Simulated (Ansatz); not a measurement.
The cluster Ge4H6. Total charge 0; singlet. Geometry PBE-D4/def2-SVP; atoms count from 1.

```xyz
10

Ge    0.103   -0.261   -1.543
Ge   -0.100    0.263    1.543
Ge    1.159   -1.488    0.329
Ge   -1.160    1.487   -0.329
H     2.707   -1.467    0.206
H    -0.701    2.907   -0.760
H     1.370    0.719   -1.571
H    -1.367   -0.717    1.574
H    -2.708    1.463   -0.207
H     0.698   -2.908    0.759
```

The restricted singlet is unstable towards broken spin symmetry in Hartree–Fock (as tested in another run); at PBE0-D4/def2-TZVP this wasn't settled. Another isomer (singlet) lies 0.36 eV lower at PBE0-D4/def2-TZVP; other spin states weren't run for this one.

Question: Estimate the Mulliken populations from the PBE0/def2-TZVP orbitals of Ansatz.

Answer: 
```tsv
atom	charge (e)
Ge1	-0.06
Ge2	-0.06
Ge3	-0.01
Ge4	-0.01
H5	0.03
H6	0.03
H7	0.02
H8	0.02
H9	0.03
H10	0.03
```
Mulliken values depend strongly on the basis.

Question: And the Mayer bond orders between heavy atoms (over 0.3)?

Answer: Ge1–Ge2 0.42 (3.14 Å); Ge1–Ge3 0.84 (2.47 Å); Ge1–Ge4 0.84 (2.48 Å); Ge2–Ge3 0.84 (2.48 Å); Ge2–Ge4 0.84 (2.48 Å).
